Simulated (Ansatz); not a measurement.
C30H20F5O3PS⁻, that is tetraphenylphosphonium pentafluorobenzenesulfonate with one electron more. The state is a doublet with charge -1. Geometry PBE-D4/def2-SVP, that of the neutral singlet; atoms count from 1.

Cartesian coordinates in Å:
```
O -0.535 2.538 3.734
S -0.854 1.528 2.703
O -2.244 1.543 2.151
O 0.196 1.402 1.616
C -0.701 -0.086 3.591
C -1.811 -0.838 4.006
F -3.067 -0.456 3.761
C -1.647 -2.079 4.648
F -2.719 -2.819 4.967
C -0.362 -2.561 4.932
F -0.203 -3.745 5.534
C 0.760 -1.809 4.548
F 1.990 -2.269 4.813
C 0.579 -0.574 3.906
F 1.687 0.100 3.570
C 4.703 -0.315 -0.617
C 3.981 0.269 0.436
C 2.601 0.491 0.321
C 1.942 0.107 -0.869
P 0.146 0.374 -1.030
C -0.759 -0.738 0.077
C -0.051 -1.776 0.716
C -0.755 -2.767 1.412
C -2.156 -2.714 1.491
C -2.854 -1.672 0.865
C -2.164 -0.689 0.144
C -0.322 -0.247 -2.697
C -0.471 -1.639 -2.881
C -0.801 -2.149 -4.144
C -0.995 -1.277 -5.228
C -0.860 0.107 -5.045
C -0.524 0.625 -3.784
C -0.199 2.155 -1.071
C 0.741 2.949 -1.760
C 0.505 4.322 -1.919
C -0.660 4.899 -1.391
C -1.581 4.104 -0.690
C -1.359 2.731 -0.522
C 2.664 -0.478 -1.931
C 4.045 -0.684 -1.800
H 5.786 -0.483 -0.516
H 4.492 0.558 1.367
H 2.020 0.947 1.139
H 1.046 -1.809 0.672
H -0.202 -3.577 1.909
H -2.705 -3.477 2.063
H -3.949 -1.612 0.946
H -2.725 0.106 -0.363
H -0.338 -2.326 -2.031
H -0.916 -3.235 -4.279
H -1.261 -1.679 -6.217
H -1.023 0.795 -5.888
H -0.430 1.712 -3.647
H 1.665 2.502 -2.158
H 1.244 4.944 -2.447
H -0.840 5.978 -1.508
H -2.474 4.559 -0.236
H -2.036 2.147 0.121
H 2.152 -0.773 -2.858
H 4.607 -1.138 -2.630
```

Single mean-field runs in def2-SVP are fitted with def2-universal-jkfit. The highest occupied level of the charge -1 doublet lies above zero (up to 0.54 eV). By energy differences its removal costs 0.64 eV (vertical, to the charge 0 singlet, at PBE0-D4/def2-SVP); self-interaction error and the lack of diffuse functions both raise the level. In the doublet geometry the species has come apart into loosely held pieces.

Q: Estimate the Mulliken populations of the heavy atoms from the PBE0/def2-SVP orbitals of Ansatz.

A: 
```json
{"atom": "O1", "charge (e)": "-0.52", "spin (α − β)": "0.00"}
{"atom": "S2", "charge (e)": "1.08", "spin (α − β)": "0.00"}
{"atom": "O3", "charge (e)": "-0.53", "spin (α − β)": "0.00"}
{"atom": "O4", "charge (e)": "-0.56", "spin (α − β)": "0.00"}
{"atom": "C5", "charge (e)": "-0.26", "spin (α − β)": "0.00"}
{"atom": "C6", "charge (e)": "0.25", "spin (α − β)": "0.00"}
{"atom": "F7", "charge (e)": "-0.18", "spin (α − β)": "0.00"}
{"atom": "C8", "charge (e)": "0.14", "spin (α − β)": "0.00"}
{"atom": "F9", "charge (e)": "-0.20", "spin (α − β)": "0.00"}
{"atom": "C10", "charge (e)": "0.16", "spin (α − β)": "0.00"}
{"atom": "F11", "charge (e)": "-0.20", "spin (α − β)": "0.00"}
{"atom": "C12", "charge (e)": "0.15", "spin (α − β)": "0.00"}
{"atom": "F13", "charge (e)": "-0.20", "spin (α − β)": "0.00"}
{"atom": "C14", "charge (e)": "0.26", "spin (α − β)": "0.00"}
{"atom": "F15", "charge (e)": "-0.18", "spin (α − β)": "0.00"}
{"atom": "C16", "charge (e)": "-0.03", "spin (α − β)": "0.12"}
{"atom": "C17", "charge (e)": "-0.03", "spin (α − β)": "-0.05"}
{"atom": "C18", "charge (e)": "0.00", "spin (α − β)": "0.09"}
{"atom": "C19", "charge (e)": "-0.26", "spin (α − β)": "0.04"}
{"atom": "P20", "charge (e)": "0.59", "spin (α − β)": "0.17"}
{"atom": "C21", "charge (e)": "-0.17", "spin (α − β)": "0.03"}
{"atom": "C22", "charge (e)": "0.00", "spin (α − β)": "0.02"}
{"atom": "C23", "charge (e)": "-0.06", "spin (α − β)": "-0.01"}
{"atom": "C24", "charge (e)": "-0.03", "spin (α − β)": "0.07"}
{"atom": "C25", "charge (e)": "-0.02", "spin (α − β)": "-0.02"}
{"atom": "C26", "charge (e)": "0.05", "spin (α − β)": "0.03"}
{"atom": "C27", "charge (e)": "-0.21", "spin (α − β)": "0.08"}
{"atom": "C28", "charge (e)": "-0.04", "spin (α − β)": "0.17"}
{"atom": "C29", "charge (e)": "-0.02", "spin (α − β)": "-0.10"}
{"atom": "C30", "charge (e)": "-0.06", "spin (α − β)": "0.22"}
{"atom": "C31", "charge (e)": "-0.04", "spin (α − β)": "0.01"}
{"atom": "C32", "charge (e)": "-0.01", "spin (α − β)": "0.03"}
{"atom": "C33", "charge (e)": "-0.10", "spin (α − β)": "0.00"}
{"atom": "C34", "charge (e)": "-0.04", "spin (α − β)": "0.07"}
{"atom": "C35", "charge (e)": "-0.02", "spin (α − β)": "-0.03"}
{"atom": "C36", "charge (e)": "-0.03", "spin (α − β)": "0.05"}
{"atom": "C37", "charge (e)": "-0.04", "spin (α − β)": "0.02"}
{"atom": "C38", "charge (e)": "0.00", "spin (α − β)": "0.00"}
{"atom": "C39", "charge (e)": "0.01", "spin (α − β)": "0.02"}
{"atom": "C40", "charge (e)": "-0.04", "spin (α − β)": "0.00"}
```
Mulliken values and Mayer orders depend strongly on the basis.

Q: Where does the spin sit?

A: Summed by element: O 0.00, S 0.00, C 0.87, F 0.00, P 0.17, H -0.05, of 1 unpaired in all. Largest on single atoms: C30 0.22, C28 0.17, P20 0.17.

Q: And the Mayer bond orders between bonded heavy atoms (over 0.3, the first 40 of 43)?

A: O1–S2 1.66 (1.48 Å); S2–O3 1.55 (1.50 Å); S2–O4 1.44 (1.52 Å); S2–C5 0.74 (1.85 Å); C5–C6 1.42 (1.40 Å); C5–C14 1.35 (1.41 Å); C6–F7 1.10 (1.34 Å); C6–C8 1.29 (1.41 Å); C8–F9 1.09 (1.34 Å); C8–C10 1.29 (1.40 Å); C10–F11 1.10 (1.34 Å); C10–C12 1.26 (1.40 Å); C12–F13 1.10 (1.34 Å); C12–C14 1.31 (1.40 Å); C14–F15 1.10 (1.34 Å); C16–C17 1.36 (1.40 Å); C16–C40 1.33 (1.40 Å); C17–C18 1.42 (1.40 Å); C18–C19 1.30 (1.41 Å); C19–P20 0.98 (1.82 Å); C19–C39 1.35 (1.41 Å); P20–C21 0.96 (1.81 Å); P20–C27 1.04 (1.84 Å); P20–C33 1.00 (1.81 Å); C21–C22 1.36 (1.41 Å); C21–C26 1.34 (1.41 Å); C22–C23 1.42 (1.40 Å); C23–C24 1.35 (1.40 Å); C24–C25 1.37 (1.40 Å); C25–C26 1.43 (1.40 Å); C27–C28 1.24 (1.41 Å); C27–C32 1.33 (1.41 Å); C28–C29 1.44 (1.40 Å); C29–C30 1.36 (1.40 Å); C30–C31 1.28 (1.40 Å); C31–C32 1.47 (1.40 Å); C33–C34 1.33 (1.41 Å); C33–C38 1.36 (1.41 Å); C34–C35 1.39 (1.40 Å); C35–C36 1.40 (1.40 Å).
